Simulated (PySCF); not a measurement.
Electronic structure of Co⁺ (cobalt, charge +1) at the UHF level

Configuration: [Ar] 3d7 4s1, 4s spin antiparallel (an excited configuration). All numbers are calculated (PySCF 2.14, no relativity, point nucleus, in dyall-av2z (16s12p7d2f, 101 functions)).

```
Total energy                                     : -1381.136674 hartree
One-electron energy                              : -1905.4352 hartree
Hartree (Coulomb) energy                         : 582.1813 hartree
Exchange energy                                  : -57.8828 hartree
Kinetic energy                                   : 1381.13149 hartree
⟨S²⟩                                             : 3.0074
⟨L²⟩                                             : 12.022
Sum of ⟨r⟩                                       : 18.37 bohr
Sum of ⟨r²⟩                                      : 25.14 bohr²
Density at the nucleus (Gaussians lack the cusp) : 13200 bohr⁻³
Spin density at the nucleus                      : -5.85 bohr⁻³
Langevin diamagnetic susceptibility              : -19.9 ×10⁻⁶ cm³/mol
```

```csv
shell,electrons,mean orbital energy (eV),spread (eV),"rms radius, mean of both spins (bohr)"
1s β,1,-7711.3,0,0.0659
1s α,1,-7711.2,0,0.0659
2s α,1,-958.62,0,0.279
2s β,1,-955.94,0,0.279
2p α,3,-829.46,0,0.250
2p β,3,-826.78,0,0.250
3s α,1,-135.29,0,0.841
3s β,1,-127.92,0,0.841
3p α,3,-95.022,0,0.894
3p β,3,-85.832,0,0.894
3d α,5,-28.099,1.379,1.15
3d β,2,-24.378,0,1.15
4s β,1,-14.989,0,3.04
```

With the s spin flipped the determinant is a mixture of two multiplicities, not a spectroscopic state.

Spin-orbit constants ζ (cm⁻¹) from the X2C one-electron operator on these orbitals (non-relativistic here): bare nucleus, nucleus screened by l(l+1)(2l+1)/3 electrons, and screened by the Breit-Pauli mean field of the electrons.

```csv
shell,bare,screened nucleus,mean field
2p,80080,74150,71360
3p,9748,9026,8621
3d,958.9,603.8,544.9
```
